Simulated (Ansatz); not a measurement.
P2H6Au13 (relaxed from a model of Au13(PH3)2, whose bonding it doesn't keep). The state is a doublet with charge 0. Geometry r2SCAN-D4/def2-SVP, that of the charge +1 singlet; atoms count from 1.

| atom | x (Å) | y (Å) | z (Å) |
| --- | --- | --- | --- |
| Au1 | -0.181 | -3.071 | -0.293 |
| Au2 | -3.178 | 0.542 | 1.348 |
| Au3 | -1.835 | 1.657 | -1.024 |
| Au4 | 2.340 | -3.875 | -0.008 |
| Au5 | 3.237 | 0.408 | -1.286 |
| Au6 | 1.782 | -1.409 | 0.905 |
| Au7 | -0.495 | 0.229 | 1.401 |
| Au8 | 1.861 | -1.848 | -1.961 |
| Au9 | -1.922 | -0.996 | -1.141 |
| Au10 | 0.539 | 0.423 | -1.370 |
| Au11 | 2.014 | 1.210 | 1.278 |
| Au12 | -2.775 | -3.504 | -0.699 |
| Au13 | -2.077 | -1.942 | 1.598 |
| P14 | -5.271 | 1.515 | 1.505 |
| P15 | 5.425 | 1.161 | -1.240 |
| H16 | -5.816 | 2.197 | 0.389 |
| H17 | -6.353 | 0.657 | 1.822 |
| H18 | -5.433 | 2.503 | 2.506 |
| H19 | 6.158 | 1.081 | -0.030 |
| H20 | 6.339 | 0.541 | -2.127 |
| H21 | 5.640 | 2.522 | -1.572 |

In the def2 sets Au takes a core potential; there is no spin–orbit coupling. Single mean-field runs in def2-TZVP are fitted with def2-universal-jkfit.

Q: Estimate the Mulliken populations from the PBE0/def2-TZVP orbitals of Ansatz.

A: 
```csv
atom,charge (e),spin (α − β),d electrons
Au1,-0.99,-0.02,9.85
Au2,0.01,0.08,9.66
Au3,0.37,0.09,9.79
Au4,0.47,0.27,9.77
Au5,0.00,0.07,9.66
Au6,-0.33,0.00,9.84
Au7,-0.51,0.01,9.82
Au8,0.36,0.03,9.82
Au9,-0.34,0.00,9.84
Au10,-0.51,0.01,9.82
Au11,0.36,0.09,9.79
Au12,0.47,0.27,9.77
Au13,0.35,0.03,9.82
P14,-0.21,0.02,–
P15,-0.21,0.02,–
H16,0.12,0.00,–
H17,0.12,0.00,–
H18,0.12,0.00,–
H19,0.12,0.00,–
H20,0.12,0.00,–
H21,0.12,0.00,–
```
Mulliken values depend strongly on the basis.

Q: Where does the spin sit?

A: Summed by element: Au 0.94, P 0.04, H 0.01, of 1 unpaired in all. Largest on single atoms: Au12 0.27, Au4 0.27, Au11 0.09.

Q: And the Mayer bond orders between heavy atoms (over 0.3)?

A: Au1–Au4 0.43 (2.66 Å); Au1–Au6 0.51 (2.84 Å); Au1–Au9 0.51 (2.84 Å); Au1–Au12 0.44 (2.66 Å); Au2–Au7 0.46 (2.70 Å); Au2–Au13 0.36 (2.73 Å); Au2–P14 0.67 (2.31 Å); Au3–Au9 0.47 (2.66 Å); Au3–Au10 0.44 (2.70 Å); Au4–Au6 0.36 (2.69 Å); Au5–Au8 0.37 (2.73 Å); Au5–Au10 0.47 (2.70 Å); Au5–P15 0.67 (2.31 Å); Au6–Au7 0.41 (2.85 Å); Au6–Au11 0.47 (2.66 Å); Au7–Au11 0.44 (2.70 Å); Au7–Au13 0.32 (2.69 Å); Au8–Au10 0.31 (2.69 Å); Au9–Au10 0.42 (2.85 Å); Au9–Au12 0.36 (2.69 Å).
